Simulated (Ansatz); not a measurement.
Stepwise reaction of `B[SiH](C)C` with hydrogen fluoride, as a gas-phase model of exchange steps in deposition or etching. ΔE in kJ/mol.

Isolated molecules relaxed with PBE0-D4/def2-TZVP in Ansatz; ΔE leaves out vibrations. CCSD(T)/CBS is the MP2 limit (def2-TZVPP, def2-QZVPP) plus CCSD(T) − MP2 in def2-TZVPP, frozen cores. This one scheme is used for every species. DFT in def2-TZVPP. B3LYP here is the variant with VWN-RPA as its local correlation; programs differ in this. Each species was taken in one conformer, which may not be the lowest.

| step | reaction | PBE-D4 | B3LYP-D4 | ωB97M-V | CCSD(T)/CBS |
| --- | --- | --- | --- | --- | --- |
| 2 | `B[Si](C)(C)F` + H–F → `C[Si](C)(F)BF` + H₂ | -124.8 | -125.1 | -123.3 | -115.0 |

Question: Give the row of step 1, `B[SiH](C)C` + H–F → `B[Si](C)(C)F` + H₂. (Estimate.)

Answer: Ansatz gave: 
```csv
step,reaction,PBE-D4,B3LYP-D4,ωB97M-V,CCSD(T)/CBS
1,`B[SiH](C)C` + H–F → `B[Si](C)(C)F` + H₂,-117.5,-127.6,-127.0,-122.5
```

Question: By hand: ΔE of the 2 steps together at CCSD(T)/CBS.

Answer: (-122.5) + (-115.0) = -237.5 kJ/mol, or -118.8 kJ/mol a step.

In ΔE each step is higher than the one before. All are downhill at CCSD(T)/CBS. PBE-D4 differs from CCSD(T)/CBS by -9.8 to 5.0 kJ/mol a step. Isolated molecules leave out the surface, adducts and barriers. Largest T1 diagnostic: 0.012.
